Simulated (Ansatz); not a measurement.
**A basis-limit estimate, worked out**

The pair of SiH₄ (SMILES [SiH4], atoms 1–5) and SO₂ (SMILES O=S=O, atoms 6–8), both closed shells, in one local arrangement (a lower one may exist), relaxed at PBE0-D4/def2-TZVP:

```xyz
8
angstrom
Si -0.1430 0.0105 -1.3863
H -1.0454 0.8855 -0.5980
H -0.6441 -1.3858 -1.3612
H 1.2296 0.0640 -0.8248
H -0.1095 0.4899 -2.7933
O -0.2052 -1.0868 1.8233
S 0.2619 -0.1400 2.7908
O 0.6557 1.1627 2.3497
```

Both fragments are computed in the basis of the whole pair.

Ansatz 0.2.0; basis: def2-TZVPPD and def2-QZVPPD; cores frozen in the correlated methods.

Energies in eV:

| quantity | pair | first fragment | second fragment |
| --- | --- | --- | --- |
| Hartree–Fock, triple zeta (X = 3) | -22818.47655 | -7925.54823 | -14892.94764 |
| Hartree–Fock, quadruple zeta (X = 4) | -22819.24720 | -7925.80076 | -14893.46564 |
| MP2 correlation, X = 3 | -21.92214 | -3.92515 | -17.93367 |
| MP2 correlation, X = 4 | -23.54023 | -4.17215 | -19.30012 |
| CCSD(T) correlation, X = 3 | -23.58354 | -4.84255 | -18.67807 |

**Question.** Work out the interaction energy at the basis limit: extrapolate Hartree–Fock as E(X) = E∞ + A exp(−7.88 √X) and the MP2 correlation as E(X) = E∞ + B X^−2.97 (the exponents that Neese and Valeev fitted for def2-TZVPP and QZVPP, reused here for the diffuse sets), then add CCSD(T) − MP2 in triple zeta.

**Answer.** Each step is linear, so take the differences first (pair − first fragment − second fragment): Hartree–Fock 0.01932 (X = 3) and 0.01920 (X = 4); MP2 correlation -0.06332 and -0.06796; CCSD(T) correlation -0.06292.
Two points give E∞ = E(4) + w [E(4) − E(3)], with w = 1/(exp(7.88 (2 − √3)) − 1) = 0.1377 for Hartree–Fock and w = 1/((4/3)^2.97 − 1) = 0.7407 for the correlation.
Hartree–Fock: 0.01920 + 0.1377 × (-0.00012) = 0.0192 eV.
MP2 correlation: -0.06796 + 0.7407 × (-0.00464) = -0.0714 eV.
CCSD(T) − MP2: -0.06292 − (-0.06332) = 0.0004 eV.
Sum: 0.0192 + (-0.0714) + 0.0004 = -0.0518 eV, or -1.19 kcal/mol. Plain CCSD(T) in triple zeta gives -0.0436 eV, so the larger basis shifts the result by -0.0082 eV.

The T1 diagnostic stays at or below 0.022. The restricted Hartree–Fock reference is unstable towards an unrestricted one at one or more of these structures.

For scale, one of the runs: CCSD(T)/def2-TZVPPD, 247 basis functions, launched by `ansatz run in.yaml --threads 4 --pin off --events-out ev --progress --plain --max-ram 9574MiB`. Time: 100 s of wall clock on 4 CPU threads of an Arm Neoverse V1; the host was shared. Peak host memory: 4.8 GiB.
